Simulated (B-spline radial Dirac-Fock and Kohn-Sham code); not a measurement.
**La: input and output of one calculation**

ΔSCF core binding energies without Breit or QED terms, calculated with a radial finite-basis atomic code. Keys: rel is the Hamiltonian (dirac, or spin-free x2c and nr, where L3 and M5 stand for the whole 2p and 3d shells), method is hf or an exchange,correlation pair (spin-unpolarised, also for the hole states), nuc the nuclear model, radius_factor scales its radius, rmax is the box in bohr, h the logarithmic mesh step, order the B-spline order, points the quadrature points per cell, c_factor scales the speed of light, and damp, ndamp, maxit and tol steer the iteration. The run stops when the commutator error falls below 10·tol·max(1, Z/10), or the numerical noise floor, and the energy has settled to about 1e-8 Ha; the virial ratio is −V/T.

Input (task.json):

```json
{"items": [{"Z": 57, "q": 0, "cfg": [[1, 0, 2], [2, 0, 2], [2, 1, 6], [3, 0, 2], [3, 1, 6], [3, 2, 10], [4, 0, 2], [4, 1, 6], [4, 2, 10], [5, 0, 2], [5, 1, 6], [5, 2, 1], [6, 0, 2]], "A": 139, "rrms": 4.855, "do": "settings", "holes": ["K", "L3", "M5"],
  "settings": [{"rel": "dirac", "method": "hf", "nuc": "gauss", "radius_factor": 1.0, "rmax": 45.0, "h": 0.3, "order": 8, "points": 10, "c_factor": 1.0, "maxit": 60, "damp": 0.5, "ndamp": 3, "tol": 1e-08}]}]}
```

Command: `python xray2_run.py task.json out`

Ground-state iterations:

```
iter   energy (Ha)        error
   1    -8487.84856604  1.95e+00
   2    -8491.85693186  2.88e-01
   3    -8493.52835529  6.16e-02
   4    -8493.63892786  2.11e-02
   5    -8493.64968144  8.77e-03
   6    -8493.65170739  2.07e-03
   7    -8493.65195200  6.52e-04
   8    -8493.65197799  1.56e-04
   9    -8493.65197999  3.39e-05
  10    -8493.65198009  8.13e-06
  11    -8493.65198009  8.97e-07
  12    -8493.65198009  1.07e-07
```

The ground state converged in 12 iterations, with total energy -8493.65198 Ha, virial ratio 1.93451 and highest orbital energy -4.89 eV. ΔSCF binding energies: K (1s) 39083.5 eV, L3 (2p3/2) 5507.6 eV, M5 (3d5/2) 846.7 eV.
